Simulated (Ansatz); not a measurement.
Calibrating B2PLYP/def2-TZVPP on molecular compounds of Ti

The vertical ionisation energy (cation less neutral) in eV of 8 molecular compounds of Ti: x at B2PLYP/def2-TZVPP, y at CCSD(T)/def2-TZVPP. Shapes, held fixed at every level: PBE0-D4/def2-TZVP. Flexible molecules stand in one conformer, not always the lowest. Programs: Ansatz 0.2.0.

```
                                       molecule  x (eV)  y (eV)
  CH9N3OTi (SMILES C[O][Ti]([NH2])([NH2])[NH2])    8.71    8.80
 C2H8ClNO2Ti (SMILES C[NH][Ti]([OH])([Cl])[O]C)    8.74    8.84
                                       Ti(NH2)4    8.76    8.91
                                   Ti(OH)3(SeH)    8.88    8.88
   CH4Cl2OSTi (SMILES C[S][Ti]([OH])([Cl])[Cl])    9.24    9.28
     CH3ClF2STi (SMILES C[S][Ti]([F])([F])[Cl])    9.80    9.83
                                 Ti(NH2)(OH)2Cl    9.87       ?
C3H10O4Ti (SMILES CC(C)[O][Ti]([OH])([OH])[OH])   10.04   10.19
```

Task: Fit y = c + s·x to the known rows and predict y for Ti(NH2)(OH)2Cl.

Result: 
1. Means of the 7 rows: x = 9.1671, y = 9.247.
2. Σ(Δx)² = 1.8073, Σ(Δx·Δy) = 1.8152, so the slope is 1.8152/1.8073 = 1.0044.
3. Intercept: 9.247 − (1.0044) × 9.1671 = 0.040. The largest residual of the fit is 0.079.
4. Ti(NH2)(OH)2Cl: 0.040 + 1.0044 × 9.87 = 9.95 eV.

CCSD(T)/def2-TZVPP gives 9.92 eV, so the prediction is off by +0.03 eV, within the largest residual. Uncorrected, B2PLYP/def2-TZVPP misses Ti(NH2)(OH)2Cl by -0.05 eV, and the other rows by 0.08 on average. The line removes about 40 % of this miss. Left out in turn, the other rows are missed by 0.07 eV on average, hardly better than no correction. Cations run unrestricted. Relativity is left out for Se. Outer-core shells of Se, Ti are correlated, in sets that cover them unevenly.
